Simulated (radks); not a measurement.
Results of a calculation; reference values are marked as such.
Te+, configuration [Kr] 4d8 5s1 5p6 (not the ground configuration). Code: a radial shooting solver on a logarithmic mesh with Libxc functionals. Model: scalar-relativistic Kohn-Sham, SCAN, spin-polarised, spherical densities, finite nucleus; open shells are filled with parallel spins first (spin-orbit coupling, left out, can overturn this in heavy ions); meta-GGA in the generalised Kohn-Sham scheme; Fermi nuclear charge, rms radius 4.7423 fm.

Local quantities along the radius. ELF = 1/(1 + alpha^2) is the electron localisation function; alpha = (tau - tau_W)/tau_unif compares the Pauli kinetic energy density with that of the uniform gas (summed over spins); s = |grad rho|/(2 (3 pi^2)^(1/3) rho^(4/3)) is the reduced gradient. tau is taken from the large components.

r (bohr)	ELF	alpha	s
0.001472	0.999	0.02364	0.6565
0.001963	0.999	0.02454	0.5943
0.002597	0.999	0.02629	0.5527
0.003464	0.999	0.02942	0.5263
0.004584	0.999	0.03447	0.5148
0.006114	0.998	0.04321	0.5169
0.008089	0.997	0.05815	0.5331
0.01079	0.992	0.08726	0.5660
0.01428	0.979	0.1459	0.6154
0.01904	0.925	0.2842	0.6804
0.02539	0.726	0.6140	0.7284
0.0336	0.411	1.196	0.6630
0.04481	0.328	1.431	0.4270
0.0593	0.533	0.9367	0.2836
0.07909	0.741	0.5915	0.3457
0.1046	0.693	0.6659	0.4832
0.1396	0.379	1.279	0.4905
0.1847	0.387	1.259	0.2455
0.2463	0.710	0.6394	0.2764
0.3259	0.735	0.6011	0.5311
0.4346	0.276	1.618	0.7022
0.5751	0.360	1.333	0.2224
0.767	0.763	0.5569	0.3711
1.015	0.583	0.8465	0.7046
1.354	0.229	1.834	0.7315
1.791	0.527	0.9464	0.5020
2.389	0.782	0.5283	0.8090
3.161	0.651	0.7321	1.561
4.216	0.213	1.921	3.614
5.578	0.013	8.721	10.44
7.439	0.000	83.60	43.72

On this mesh the ELF has minima near r = 0.045, 0.16, 0.50, 1.4 bohr, which separate the shells, and maxima near 0.091 (0.75), 0.28 (0.77), 0.77 (0.76), 2.4 (0.78).
